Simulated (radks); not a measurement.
Question: The mean radii <r> (bohr) of the occupied orbitals of an atom or ion are listed with their occupations. Method: scalar-relativistic Kohn-Sham, SCAN, spin-polarised, spherical densities, finite nucleus; meta-GGA in the generalised Kohn-Sham scheme; Fermi nuclear charge, rms radius of each element as measured or else 0.836 A^(1/3) + 0.57 fm; computed with a radial shooting solver on a logarithmic mesh with Libxc functionals.

orbital  occ.      <r>
1s down     1  0.02457
1s up       1  0.02457
2s up       1   0.1052
2s down     1   0.1052
2p up       3  0.09237
2p down     3  0.09237
3s up       1   0.2781
3s down     1   0.2781
3p up       3   0.2764
3p down     3   0.2764
3d up       5   0.2537
3d down     5   0.2537
4s up       1   0.6355
4s down     1   0.6356
4p up       3   0.6718
4p down     3   0.6720
4d up       5   0.7383
4d down     5   0.7383
5s up       1    1.499
5s down     1    1.486
5p up       3    1.709
5p down     3    1.687
5d up       2    2.386

Name the element and its charge. Open shells, if any, are filled with parallel spins first.

Answer: Z = 58, cerium, charge +2: Ce2+ in [Xe] 5d2. The 1s radius gives Z: for a bare nucleus <r> = (2 gamma + 1)/(2Z) with gamma = sqrt(1 - (Z/c)^2), 0.02424 bohr for Z = 58, and screening makes it slightly larger (0.02457 here). The occupations add up to 56, and the charge is Z minus that.
